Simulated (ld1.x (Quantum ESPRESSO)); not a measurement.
osmium, TM: configuration errors across variants

ld1.x (Quantum ESPRESSO) 7.5 input, shortened:

```
&input
   title='Os', zed=76., rel=1, dft='PBE', iswitch=3,
   config='[Xe] 4f14 5d6 6s1 6p0'
 /
 &inputp
   pseudotype=2, tm=.true., lloc=-2, rcloc=2.65,
   nlcc=.true., rcore=2.00
 /
3
6S  1  0   1.00   0.00  2.25  2.25  0.0
6P  2  1   0.00   0.00  2.70  2.70  0.0
5D  3  2   6.00   0.00  2.00  2.00  0.0
 &test
   configts(1)='5d6 6s1 6p0'
 /
```

All-electron excitation energies from the reference (eV): (1) 5d6 6s2 6p0 -9.577; (2) 5d6 6s0 6p0 16.915; (3) 5d5 6s0 6p0 45.761; (4) 5d6 6s0 6p1 6.145; (5) 5d5 6s2 6p0 1.501; (6) 5d5 6s2 6p1 -3.472; (7) 5d4 6s0 6p0 87.240.

1 further variants failed, have other tests or too few solved ones, and are left out.

A true bound ghost makes a file unfit for plane-wave use even where its test errors are small: the radial tests pick states by their node count and pass the ghost by.

Errors AE − PS in meV (a dash: test not solved or not reliable):

| change | (1) | (2) | (3) | (4) | (5) | (6) | (7) | bound ghosts |
| --- | --- | --- | --- | --- | --- | --- | --- | --- |
| base | -2.2 | -17 | -132 | -5.4 | -69 | -104 | -521 | none |
| local potential the s channel | -2.5 | -17 | -148 | -5.9 | -77 | -112 | -578 | none |
| core correction a·sin(br)/r model core inside 2.44 bohr | +1.0 | -5.7 | -82 | -2.9 | -54 | -84 | -353 | none |
| wave 6s (bound): rc 2.25 bohr becomes 6s (bound): rc 1.52 bohr | +24 | +68 | -110 | +66 | +66 | +15 | -593 | s |
| wave 5d (bound): rc 2.00 bohr becomes 5d (bound): rc 1.62 bohr | -2.2 | -17 | -132 | -5.4 | -68 | -103 | -521 | none |

Problem. Give the same row for: all radii but the core radius scaled by about 1.41 (s 3.16, p 3.80, d 2.82 bohr); local potential all-electron potential smoothed inside 3.72 bohr (lloc = -2).

Solution. -35, -37, -311, -13, -54, -43, -818; bound ghosts: s.
